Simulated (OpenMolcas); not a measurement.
# Re II: from CASSCF to CASPT2

```json
{
 "Program": "OpenMolcas 26.06",
 "Basis": "ANO-RCC-VTZP [8s7p5d3f2g1h]",
 "Scalar Hamiltonian": "DKH2, point nucleus",
 "Active space": "6 electrons in 6 orbitals (5d 6s)",
 "State averaging": "2S+1 = 7 even, 1 root; 2S+1 = 5 even, 35 roots kept (CI in the orbitals of an earlier block); 2S+1 = 3 even, 55 roots kept (CI in the orbitals of an earlier block); 2S+1 = 1 even, 10 roots kept (CI in the orbitals of an earlier block)",
 "Spin-orbit coupling": "state interaction with AMFI integrals over the reference wave functions, term energies averaged over their components"
}
```

Methods on the same reference wave functions:
A. CASSCF
B. SS-CASPT2, IPEA 0.25 Eh, imaginary shift 0.1 Eh (closed shells correlated: 5s 5p)
C. MS-CASPT2, IPEA 0.25 Eh, imaginary shift 0.1 Eh (closed shells correlated: 5s 5p)
D. XMS-CASPT2, IPEA 0.25 Eh, imaginary shift 0.1 Eh (closed shells correlated: 5s 5p)

Energies in cm-1 above 5d5 6s 7S3, the measured ground level; measured values from NIST Handbook of Basic Atomic Spectroscopic Data.

```tsv
Level	A	B	C	D	Measured
5d5 6s 7S3	0.0	0.0	0.0	0.0	0.0
5d5 6s 5D2 [57 %]	21885	16210	16150	14550	
5d5 6s 5D3	22381	16920	16930	15260	
5d5 6s 5D4	22741	17080	16740	15300	
5d5 6s 5D1	22977	17270	16820	14510	
5d5 6s 5D0	23153	17290	16650	14200	
5d5 6s 5S2 [64 %]	25207	19280	19140	18660	17224
5d5 6s 5G2 [74 %]	25376	21420	21380	20650	18846
5d5 6s 5G3 [69 %]	25948	21970	21830	20990	19140
5d5 6s 5G4	26618	22840	22790	21930	20463
5d5 6s 5G5	27116	23510	23510	22630	20976
5d5 6s 5G6	27338	23760	23750	22910	20782
5d5 6s 3G5	36389	30080	30070	29930
```

Deviations, from unrounded energies. A percentage is the sum of absolute deviations over the sum of measured energies, with the sign that they share, or ± where signs differ.

```tsv
Against measurement	Levels	A	B	C	D
mean absolute deviation (cm-1)	6	6700	2600	2500	1700
other terms of the ground configuration (%)	6	+34.2	+13.1	+12.7	+8.8
```

D lies closest to measurement on these levels and A furthest from it. The largest miss of D in the table is 5d5 6s 5G6, by +2100 cm-1. The ranking rests on the paired levels alone, and a cruder setting can come out closer through cancelling errors.

Among B to D the level of the table that moves most is 5d5 6s 5D0, by 3100 cm-1 (lowest in D, highest in B). Moves below CASPT2's spread within the term are not significant.

The mean deviations of B to D differ by less than CASPT2's widest spread within a term (1800 cm-1), so their order carries little weight.

From A to B the spin-free energies of the other terms of 5d5 6s shown, above 7S, scale by factors of 0.74 to 0.86.

The lowest spin-free term lies below A's lowest term by 0.345 hartree in B, 0.345 hartree in C, 0.345 hartree in D.

CASPT2 does not keep the components of a term degenerate, so their means are used; among the terms shown or strongly mixed into the levels shown the widest spread is 1800 cm-1 (5d5 6s 5G, D). Over all roots computed the reference weight is 0.87 to 0.93 in D; the roots of lowest weight are the least certain, and an intruder state may touch them. Terms from blocks run as CI alone lack orbitals of their own. Without dynamic correlation excited terms often stand tens of per cent too high (terms of higher spin than the ground term too low), and those without a measured partner can miss by more than the paired ones (holds for A). Some levels mix across a computed gap that differs much from the measured one, so their mixing is not that of the real levels (holds for A). Computed and measured levels are paired by configuration, term and J; levels that our copy of the source lacks, or whose pairing is in doubt (as where it misses far off the trend of its configuration), stay unpaired and out of the deviations. Levels of configurations outside the active space are missing. The table leaves out levels that lie high or whose names do not pair safely across all columns.

A share in square brackets marks a mixed level and gives the weight of the term that names it, the lowest over the columns.
